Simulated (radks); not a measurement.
Results of a calculation; reference values are marked as such.
Initial-state core-level shifts of neutral europium when its valence configuration changes from [Xe] 4f7 6s2. Code: a radial shooting solver on a logarithmic mesh with Libxc functionals. Model: Dirac Kohn-Sham, LDA (Slater exchange, Perdew-Wang correlation), spin-unpolarised, spherical densities, finite nucleus; open shells fill j = l - 1/2 first; Fermi nuclear charge, rms radius 5.1115 fm. Shifts are changes of the shell-averaged eigenvalues in eV (positive: less bound); the change of the density at the nucleus, which sets a Mossbauer isomer shift, is in e/bohr^3, on a base of 5.768e+05.

\begin{tabular}{lrrrrr}
valence & 3p & 4s & 5s & 5p & density at nucleus \\ \hline
4f6 6s2 6p1 & -10.530 & -10.175 & -6.604 & -5.757 & +45.72 \\
4f7 5d1 6s1 & +0.995 & +1.020 & +1.156 & +1.088 & -25.49 \\
4f6 5d1 6s1 6p1 & -8.525 & -8.163 & -4.603 & -3.900 & +8.25 \\
4f7 5d2 & +1.460 & +1.503 & +1.751 & +1.640 & -46.57 \\
4f5 5d2 6p2 & -18.499 & -17.393 & -9.084 & -7.600 & +14.21 \\
4f5 5d1 6s1 6p2 & -20.783 & -19.664 & -11.247 & -9.598 & +54.27 \\
4f6.5 5d0.5 6s2 & -3.497 & -3.351 & -1.730 & -1.402 & +15.10 \\
\end{tabular}
